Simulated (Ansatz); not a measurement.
Li5H8⁺ (the lowest singlet isomer of a short search), 13 atoms. Hardware: 4 threads of Arm Neoverse V1 on a shared host.

Correlated methods freeze no core orbitals; core or outer-core shells of Li are correlated, in sets that lack core-valence functions.

Q: How many basis functions does each of these Ansatz runs have, and roughly what does it cost? B3LYP-D4/6-31G, charge 1 singlet, energy; MP2/def2-TZVP, charge 1 singlet, energy, from earlier orbitals; B97M-V/def2-TZVP, charge 1 singlet, energy, from earlier orbitals; r2SCAN-D4/def2-TZVP, charge 0 doublet at the geometry of the charge 1 singlet, energy, from earlier orbitals; HF/6-31G, charge 1 singlet, energy; HSE06-D4/def2-TZVP, charge 1 singlet, energy, from earlier orbitals; CCSD(T)/def2-TZVPP, charge 1 singlet, energy, from earlier orbitals; PBE-D4/def2-TZVP, charge 1 singlet, energy, from earlier orbitals; PBE0-D4/def2-TZVP, charge 0 doublet at the geometry of the charge 1 singlet, energy; PBE0-D4/def2-SVP, charge 1 singlet, energy, from earlier orbitals; r2SCAN-D4/def2-TZVP, charge 1 triplet at the geometry of the charge 1 singlet, energy, from earlier orbitals; r2SCAN0-D4/def2-TZVP, charge 1 singlet, energy, from earlier orbitals.

A: Other jobs shared the machine, so times can vary by a factor of up to 3. A dash marks memory too small to be measured apart from the calling script's.

```csv
run,functions,fitting or Cholesky vectors,wall time,peak host memory (GiB)
"HF/6-31G, charge 1 singlet, energy",61,886,0.2 s,–
"MP2/def2-TZVP, charge 1 singlet, energy, from earlier orbitals",118,1148,0.35 s,–
"PBE0-D4/def2-SVP, charge 1 singlet, energy, from earlier orbitals",85,1144,0.75 s,–
"PBE-D4/def2-TZVP, charge 1 singlet, energy, from earlier orbitals",118,997,0.8 s,–
"B3LYP-D4/6-31G, charge 1 singlet, energy",61,886,0.8 s,–
"HSE06-D4/def2-TZVP, charge 1 singlet, energy, from earlier orbitals",118,997,1 s,–
"r2SCAN0-D4/def2-TZVP, charge 1 singlet, energy, from earlier orbitals",118,997,1.4 s,–
"r2SCAN-D4/def2-TZVP, charge 0 doublet at the geometry of the charge 1 singlet, energy, from earlier orbitals",118,997,3.2 s,–
"r2SCAN-D4/def2-TZVP, charge 1 triplet at the geometry of the charge 1 singlet, energy, from earlier orbitals",118,997,3.8 s,–
"PBE0-D4/def2-TZVP, charge 0 doublet at the geometry of the charge 1 singlet, energy",118,997,4 s,–
"B97M-V/def2-TZVP, charge 1 singlet, energy, from earlier orbitals",118,997,4.9 s,–
"CCSD(T)/def2-TZVPP, charge 1 singlet, energy, from earlier orbitals",207,1296,38 s,3.1
```
